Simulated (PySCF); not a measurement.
# Identify the compound

An unknown has the formula C6H9NOSi2. Its calculated NMR data are:

$^{1}$H NMR (400 MHz, computed): δ 8.51 (s, 1H), 7.27 (d, 1H), 5.45 (m, 1H), 5.38 (m, 1H), 5.34 (m, 1H), 3.71 (s, 3H), 2.01 (d, 1H).

$^{13}$C{$^{1}$H} NMR (computed): δ 174.7 (C), 173.5 (CH), 160.1 (CH), 102.6 (CH), 89.1 (C), 43.6 (CH3).

PySCF 2.14 calculation with geometry: GFN2-xTB and σ from GIAO-PBE0/pcSseg-1; non-relativistic, a single conformation, equivalent nuclei averaged, no solvent model.

δ = σ(ref) − σ, references computed at the same level: $^{1}$H and $^{13}$C against TMS.

**Question.** Propose a structure and justify it.

**Answer.** 
The formula gives 5 degrees of unsaturation (1 ring in the answer). 6 carbon signals for 6 carbons: no two carbons are equivalent. Carbon types of the structure: 2 × C, 3 × CH, 1 × CH3, leaving 3 H on heteroatoms. δC 174.7: fully substituted alkene carbon. δC 173.5: C=N carbon. δC 160.1: alkene CH; an sp2 carbon of a C=C bond. δC 102.6: terminal alkyne carbon; sp carbons lie upfield of alkene carbons because the cylindrical π system leaves one tensor component strongly shielded. δC 89.1: alkyne carbon; the triple bond shields along its axis, which puts it between sp3 and sp2 carbons. δC 43.6: methyl carbon bonded to N; pulled downfield by the heteroatom. δH 8.51: hydrogen on a C=N carbon.

Structure: `[SiH2]1C(/C=N/C)=C[Si@@H](C#C)O1`.

The shifts were computed for this structure.

Shifts are as computed. Against solution values, carbons near 30 ppm lie about +3 ppm off and those near 130 ppm about +5 ppm. Of 1309 compounds with measured shifts, 239 miss one by over three times the rms of a fit or turn the order of signals round; such compounds aren't used in these exercises. Multiplicities follow the n + 1 count of equivalent neighbours, as no J values were calculated; m marks all less simple cases, F and P coupling included.
